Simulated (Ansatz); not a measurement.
## What each rung costs, and what it gives

Saddle point of TiHClF4, closed shell (TiF₄ ([F][Ti]([F])([F])[F]) + HCl → TiClF₃ ([F][Ti]([F])([F])[Cl]) + HF; bonds formed: Ti1–Cl7, F2–H6; bonds broken: Ti1–F2, H6–Cl7), PBE0-D4/def2-TZVP structure:

```json
{"atom": "Ti1", "x (Å)": "-0.4527", "y (Å)": "-0.3110", "z (Å)": "0.0368"}
{"atom": "F2", "x (Å)": "1.4987", "y (Å)": "-0.4410", "z (Å)": "-0.2040"}
{"atom": "F3", "x (Å)": "-0.4856", "y (Å)": "-2.0456", "z (Å)": "-0.0418"}
{"atom": "F4", "x (Å)": "-1.5154", "y (Å)": "0.1223", "z (Å)": "-1.2548"}
{"atom": "F5", "x (Å)": "-1.2007", "y (Å)": "-0.0178", "z (Å)": "1.5669"}
{"atom": "H6", "x (Å)": "1.5113", "y (Å)": "0.7269", "z (Å)": "-0.1398"}
{"atom": "Cl7", "x (Å)": "0.6442", "y (Å)": "1.9660", "z (Å)": "0.0366"}
```

Barriers are electronic and count from the start structure reached by relaxing down the imaginary mode.

Ansatz 0.2.0; basis: as named in each row; cores frozen in the correlated methods. B3LYP uses VWN-RPA correlation. Extrapolation: Hartree–Fock as exp(−7.88 √X), correlation as X^−2.97.

Times are rough, for one single point on 8 threads of a shared host (Arm Neoverse V2).

The estimate by CCSD(T) at an estimated basis limit (MP2 extrapolated from triple and quadruple zeta, plus CCSD(T) − MP2 in triple zeta) is 0.640 eV.

```json
{"method": "HF", "basis": "STO-3G", "time (s)": "under 1", "barrier (eV)": "-0.295", "method less estimate": "-0.935"}
{"method": "PBE-D4", "basis": "STO-3G", "time (s)": "under 1", "barrier (eV)": "-1.055", "method less estimate": "-1.695"}
{"method": "SPW92", "basis": "def2-SVP", "time (s)": "under 1", "barrier (eV)": "0.041", "method less estimate": "-0.599"}
{"method": "PBE-D4", "basis": "def2-SVP", "time (s)": "under 1", "barrier (eV)": "0.409", "method less estimate": "-0.231"}
{"method": "B3LYP-D4", "basis": "6-31G", "time (s)": "under 1", "barrier (eV)": "0.622", "method less estimate": "-0.018"}
{"method": "SPW92", "basis": "def2-TZVPP", "time (s)": "under 1", "barrier (eV)": "0.150", "method less estimate": "-0.490"}
{"method": "PBE0-D4", "basis": "def2-SVP", "time (s)": "1", "barrier (eV)": "0.530", "method less estimate": "-0.110"}
{"method": "PBE-D4", "basis": "def2-TZVPP", "time (s)": "1", "barrier (eV)": "0.488", "method less estimate": "-0.152"}
{"method": "BLYP-D4", "basis": "def2-TZVPP", "time (s)": "2", "barrier (eV)": "0.626", "method less estimate": "-0.014"}
{"method": "B3LYP-D4", "basis": "def2-TZVPP", "time (s)": "2", "barrier (eV)": "0.681", "method less estimate": "0.041"}
{"method": "BHLYP-D4", "basis": "def2-TZVPP", "time (s)": "2", "barrier (eV)": "0.782", "method less estimate": "0.142"}
{"method": "PBE0-D4", "basis": "def2-TZVPP", "time (s)": "2", "barrier (eV)": "0.579", "method less estimate": "-0.061"}
{"method": "CAM-B3LYP-D4", "basis": "def2-TZVPP", "time (s)": "2", "barrier (eV)": "0.684", "method less estimate": "0.044"}
{"method": "r2SCAN-D4", "basis": "def2-TZVPP", "time (s)": "3", "barrier (eV)": "0.502", "method less estimate": "-0.137"}
{"method": "wB97M-V", "basis": "def2-SVP", "time (s)": "4", "barrier (eV)": "0.582", "method less estimate": "-0.058"}
{"method": "r2SCAN0-D4", "basis": "def2-TZVPP", "time (s)": "4", "barrier (eV)": "0.578", "method less estimate": "-0.062"}
{"method": "PBE-QIDH", "basis": "def2-TZVPP", "time (s)": "4", "barrier (eV)": "0.609", "method less estimate": "-0.031"}
{"method": "B2PLYP", "basis": "def2-TZVPP", "time (s)": "4", "barrier (eV)": "0.673", "method less estimate": "0.033"}
{"method": "RPA on PBE", "basis": "def2-TZVPP", "time (s)": "4", "barrier (eV)": "0.692", "method less estimate": "0.052"}
{"method": "B97M-V", "basis": "def2-TZVPP", "time (s)": "6", "barrier (eV)": "0.666", "method less estimate": "0.026"}
{"method": "wB97X-V", "basis": "def2-TZVPP", "time (s)": "6", "barrier (eV)": "0.709", "method less estimate": "0.069"}
{"method": "CCSD(T)", "basis": "def2-SVP", "time (s)": "6", "barrier (eV)": "0.740", "method less estimate": "0.100"}
{"method": "wB97M-V", "basis": "def2-TZVPP", "time (s)": "6", "barrier (eV)": "0.671", "method less estimate": "0.031"}
{"method": "MP2", "basis": "def2-QZVPP", "time (s)": "11", "barrier (eV)": "0.590", "method less estimate": "-0.050"}
{"method": "CCSD(T)", "basis": "def2-TZVPP", "time (s)": "210", "barrier (eV)": "0.677", "method less estimate": "0.037"}
```

All methods are single points on the PBE0-D4 structures; a negative value means that the method puts the saddle structure below the start.

No T1 diagnostic of these runs exceeds 0.023.

Labels in which every atom is bracketed show which atoms are joined, not bond orders.
